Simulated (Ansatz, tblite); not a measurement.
Removing and adding an electron: GeMeH3 (CH₆Ge). Total charge 0; singlet. Geometry: PBE-D4/def2-TZVP. Ansatz, gas phase; energy differences of separate SCF runs; the oxidised species was run as a doublet alone; the reduced species was run as a doublet alone.

```xyz
8

Ge   -0.7003    0.2090   -0.5640
C     0.7924   -0.2365    0.6381
H     0.7856    0.4256    1.5133
H     1.7496   -0.1178    0.1148
H     0.7058   -1.2750    0.9819
H    -0.6801   -0.7049   -1.8142
H    -0.5977    1.6819   -1.0314
H    -2.0553    0.0178    0.1615
```

The xTB rows come from tblite. Correlated methods freeze 10 core orbitals; core or outer-core shells of Ge are correlated, in sets that lack core-valence functions.

(1) Estimate orbital energies and vertical ionisation energies and electron affinities at: GFN1-xTB; GFN2-xTB; HF/def2-TZVPD; HF/def2-TZVPP; PBE-D4/def2-TZVPD; r2SCAN-D4/def2-TZVP; r2SCAN-D4/def2-TZVPD; PBE0-D4/def2-TZVP; PBE0-D4/def2-TZVPD; MP2/def2-TZVPD; MP2/def2-TZVPP; CCSD/def2-TZVPD; CCSD/def2-TZVPP; CCSD(T)/def2-TZVPD; CCSD(T)/def2-TZVPP.

Answers

(1) 
```csv
level,−HOMO (eV),vertical IE (eV),−LUMO (eV),vertical EA (eV),HOMO–LUMO gap (eV),IE − EA (eV),remarks
GFN1-xTB,12.54,15.56,6.40,–,6.15,–,–
GFN2-xTB,11.49,14.68,2.86,-0.82,8.62,15.49,–
HF/def2-TZVPD,–,–,–,-1.92,–,–,HOMO above zero (-1 doublet)
HF/def2-TZVPP,–,10.28,–,–,–,–,–
PBE-D4/def2-TZVPD,7.66,–,0.44,-1.14,7.22,–,HOMO above zero (-1 doublet)
r2SCAN-D4/def2-TZVP,7.94,11.08,-0.64,–,8.58,–,–
r2SCAN-D4/def2-TZVPD,7.93,–,-0.24,-1.28,8.17,–,HOMO above zero (-1 doublet)
PBE0-D4/def2-TZVP,8.90,11.17,-0.85,–,9.75,–,–
PBE0-D4/def2-TZVPD,8.90,–,-0.20,-1.26,9.10,–,HOMO above zero (-1 doublet)
MP2/def2-TZVPD,–,–,–,-1.48,–,–,HOMO above zero (-1 doublet)
MP2/def2-TZVPP,–,11.41,–,–,–,–,–
CCSD/def2-TZVPD,–,–,–,-1.48,–,–,HOMO above zero (-1 doublet)
CCSD/def2-TZVPP,–,11.26,–,–,–,–,–
CCSD(T)/def2-TZVPD,–,–,–,-1.42,–,–,HOMO above zero (-1 doublet)
CCSD(T)/def2-TZVPP,–,11.31,–,–,–,–,–
```

Run but left out: PBE-D4/def2-TZVP (charge +1 doublet: an occupied level 0.01 eV above an empty one).   A HOMO above zero means that the electron is unbound at that level or that self-interaction error raises the level; the energy of removing that electron tells which. Raw xTB energy differences between charge states are shifted by several eV; the methods need an empirical correction for them. A negative affinity means that the extra electron isn't bound; its size then hangs on the basis.
